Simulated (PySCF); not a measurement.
Input file for PySCF: D3(BJ) and D4 dispersion corrections on GeH3N (SMILES [NH2][GeH]), a point of a torsion scan.

```python
from pyscf import gto
from pyscf.dispersion import dftd3, dftd4

mol = gto.M(
    atom='''
    N    -0.66423651   -0.09664030   -0.24960748
    Ge    1.11736985   -0.53620870   -0.21335509
    H    -1.36283658   -0.62754153    0.25061967
    H    -0.86339276    0.87980935   -0.05451348
    H     0.82376304   -2.02834286   -0.84136438
    ''',
    basis='def2-svp',
    charge=0, spin=0, verbose=0, max_memory=1800)
d3, d4 = {}, {}
for xc in ['hf', 'pbe', 'blyp', 'revpbe', 'tpss', 'r2scan', 'b3lyp', 'pbe0', 'bhlyp', 'camb3lyp', 'b2plyp']:
    d3[xc] = float(dftd3.DFTD3Dispersion(mol, xc=xc, version='d3bj', atm=False).get_dispersion()['energy'])
    print(f'D3(BJ) {xc:10s} {d3[xc]:14.8f} Eh')
for xc in ['hf', 'pbe', 'blyp', 'revpbe', 'tpss', 'r2scan', 'b3lyp', 'pbe0', 'bhlyp', 'camb3lyp', 'b2plyp']:
    d4[xc] = float(dftd4.DFTD4Dispersion(mol, xc={'camb3lyp': 'cam-b3lyp'}.get(xc, xc), atm=True).get_dispersion()['energy'])
    print(f'D4     {xc:10s} {d4[xc]:14.8f} Eh')
```

Output:

```
D3(BJ) hf            -0.02495399 Eh
D3(BJ) pbe           -0.00249292 Eh
D3(BJ) blyp          -0.00561122 Eh
D3(BJ) revpbe        -0.00645225 Eh
D3(BJ) tpss          -0.00316059 Eh
D3(BJ) r2scan        -0.00062338 Eh
D3(BJ) b3lyp         -0.00460927 Eh
D3(BJ) pbe0          -0.00215060 Eh
D3(BJ) bhlyp         -0.00377696 Eh
D3(BJ) camb3lyp      -0.00197363 Eh
D3(BJ) b2plyp        -0.00219276 Eh
D4     hf            -0.00923811 Eh
D4     pbe           -0.00234776 Eh
D4     blyp          -0.00536216 Eh
D4     revpbe        -0.00764709 Eh
D4     tpss          -0.00317644 Eh
D4     r2scan        -0.00050182 Eh
D4     b3lyp         -0.00386397 Eh
D4     pbe0          -0.00193428 Eh
D4     bhlyp         -0.00298728 Eh
D4     camb3lyp      -0.00194988 Eh
D4     b2plyp        -0.00160292 Eh
```

The run finished.

Cost: roughly 0.010 core-seconds.
